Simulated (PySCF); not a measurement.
## Ionisation energy of Sb²²⁺ by level of theory

Sb²²⁺ [Ar] 3d10 4s1 [4s1/2^1, M_J = 1/2] → Sb²³⁺ [Ar] 3d10, as a difference of total energies. Computed with PySCF 2.14 in an uncontracted even-tempered set (17 s from 1.5 bohr⁻², ratio 2.8; 13 p from 2 bohr⁻², ratio 2.8; 8 d from 3.5 bohr⁻², ratio 2.8; 4 f from 8.7 bohr⁻², ratio 3), with the two-component X2C-1e Hamiltonian. Correlated levels: [Ne] frozen; the 74 highest virtual spinors dropped. "Screened" scales the spin-orbit matrix elements by Boettger's factors to mimic the two-electron term; Breit and QED terms are absent.

| method | ionisation energy (eV) |
| --- | --- |
| GHF (spin-free) | 687.72 |
| GMP2 (spin-free) | 688.87 |
| GHF (screened spin-orbit) | 687.69 |
| GMP2 (screened spin-orbit) | 688.84 |

How much does correlation contribute at GMP2 (screened spin-orbit)?

688.84 − (687.69) = 1.15 eV, measured against GHF (screened spin-orbit).

Breit and QED terms and the two-electron picture change are absent.

For comparison: 693.26 ± 0.24 eV (semi-empirical (NIST evaluation); NIST Atomic Spectra Database, ionization energies).
